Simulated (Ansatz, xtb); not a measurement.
Two isomers of BCl2H3O4Si

Structure X is `OB(O)O[Si](O)(Cl)Cl`, a singlet and structure Y is `O[Si](O)(O)OB(Cl)Cl`, a singlet. Both are isolated molecules in the gas phase, relaxed with PBE0-D4/def2-SVP; the shapes shown needn't be the lowest conformers.

X (Å):

```csv
atom,x (Å),y (Å),z (Å)
B,0.6490,-0.1846,-0.5184
Cl,-0.2774,2.0590,2.8079
Cl,2.1226,3.3828,0.9599
O,1.5188,-1.0961,0.0252
O,-0.0275,-0.4957,-1.6502
O,0.4882,1.0227,0.1035
O,2.2715,0.5753,2.0900
Si,1.2010,1.6351,1.4670
H,1.5669,-1.9135,-0.4810
H,-0.6037,0.2217,-1.9336
H,2.3019,-0.2561,1.5861
```

Y (Å):

```xyz
11

B    -0.3947    1.0541    0.9737
Cl    0.3942    0.6263    2.5141
Cl   -1.3787    2.5050    0.9370
O    -0.0184   -1.7270   -1.8510
O     2.1764   -0.5938   -0.8682
O     0.6104   -2.1008    0.7472
O    -0.2472    0.3042   -0.1097
Si    0.6535   -1.0675   -0.5163
H    -0.9081   -2.0842   -1.7851
H     2.3485   -0.2828   -1.7613
H     0.7397   -1.7030    1.6169
```

**Question.** Which of the two would you expect CCSD(T)/def2-SVP + ΔMP2/def2-TZVPP electronic energies to favour?

**Answer.** Structure X; the calculation gives E(Y) − E(X) = +15.6 kcal/mol.

Level by level:

```json
{"level": "PBE0-D4/def2-SVP", "geometry": "PBE0-D4/def2-SVP", "E(Y) − E(X) (kcal/mol)": "+23.6", "departure from the last row (kcal/mol)": "+8.0", "job, with rough time for the two": "optimisation, 1.9 min"}
{"level": "HF/def2-SVP", "geometry": "PBE0-D4/def2-SVP", "E(Y) − E(X) (kcal/mol)": "+23.7", "departure from the last row (kcal/mol)": "+8.1", "job, with rough time for the two": "part of the CCSD(T) run"}
{"level": "MP2/def2-SVP", "geometry": "PBE0-D4/def2-SVP", "E(Y) − E(X) (kcal/mol)": "+21.0", "departure from the last row (kcal/mol)": "+5.5", "job, with rough time for the two": "part of the CCSD(T) run"}
{"level": "CCSD(T)/def2-SVP", "geometry": "PBE0-D4/def2-SVP", "E(Y) − E(X) (kcal/mol)": "+21.4", "departure from the last row (kcal/mol)": "+5.8", "job, with rough time for the two": "single point"}
{"level": "CCSD(T)/def2-SVP + ΔMP2/def2-TZVPP", "geometry": "PBE0-D4/def2-SVP", "E(Y) − E(X) (kcal/mol)": "+15.6", "departure from the last row (kcal/mol)": "", "job, with rough time for the two": "single point, 2.2 min"}
```

As drawn, Y has 2 O–Si, 2 B–Cl in place of 2 B–O, 2 Cl–Si.

None of the levels shown reverses the order. The largest departure from CCSD(T)/def2-SVP + ΔMP2/def2-TZVPP is that of HF/def2-SVP, 8.1 kcal/mol. Levels run at GFN2-xTB geometries aren't shown. The last row adds to CCSD(T) the change of the MP2 difference between the two basis sets, here −5.8 kcal/mol, a large step that makes the value less sure.

With thermal terms from frequencies at re-optimised GFN2-xTB minima (ideal gas, soft modes damped towards free rotors, one conformer each, 298.15 K, 1 atm): the zero-point term adds −1.5 kcal/mol; ΔH is +14.6 and ΔG +13.7 kcal/mol.

The correlated steps freeze 20 core orbitals. Codes used: Ansatz 0.2.0, xtb 6.7.1; the last row on 2 threads of Arm Neoverse V1 on a shared host.
